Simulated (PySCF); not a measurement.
CaCl (SMILES [Cl][Ca+]), charge +1, singlet, geometry from GFN2-xTB (such geometries of metal compounds can be far from the true shape); TPSS/STO-3G in PySCF.

Input for PySCF:
```python
from pyscf import gto, scf, dft

mol = gto.M(
    atom='''
Ca   -0.000000   -0.000000   -1.062485
Cl    0.000000    0.000000    1.249982
''',
    basis='sto-3g',
    charge=1,
    spin=0,
    verbose=3,
)

mf = dft.RKS(mol)
mf.xc = 'tpss'
mf.kernel()
mf.analyze()
```

What the program printed (banner, timings and long lists left out):

```
converged SCF energy = -1125.77045067467
**** MO energy ****
MO #1   energy= -143.284731143946  occ= 2
MO #2   energy= -100.012781490031  occ= 2
MO #3   energy= -15.0216933649859  occ= 2
MO #4   energy= -12.3637895877126  occ= 2
MO #5   energy= -12.3637895877126  occ= 2
MO #6   energy= -12.3636699069183  occ= 2
MO #7   energy= -9.12853876781281  occ= 2
MO #8   energy= -6.92886626195558  occ= 2
MO #9   energy= -6.92024665776098  occ= 2
MO #10  energy= -6.92024665776095  occ= 2
MO #11  energy= -1.96984571507165  occ= 2
MO #12  energy= -1.28153687734826  occ= 2
MO #13  energy= -1.27773685759169  occ= 2
MO #14  energy= -1.27773685759166  occ= 2
MO #15  energy= -0.810379168835192 occ= 2
MO #16  energy= -0.393320213863375 occ= 2
MO #17  energy= -0.36225751917682  occ= 2
MO #18  energy= -0.362257519176819 occ= 2
MO #19  energy= -0.288457265376539 occ= 0
MO #20  energy= -0.151270437131947 occ= 0
MO #21  energy= -0.151270437131926 occ= 0
MO #22  energy= -0.0511065571051844 occ= 0
 ** Mulliken atomic charges  **
charge of    0Ca =      1.43620
charge of    1Cl =     -0.43620

WARN: System has nonzero charge 1; the dipole moment is origin-dependent.
Location of origin: [0. 0. 0.]

Dipole moment(X, Y, Z, Debye):  0.00000, -0.00000, -10.49246
```
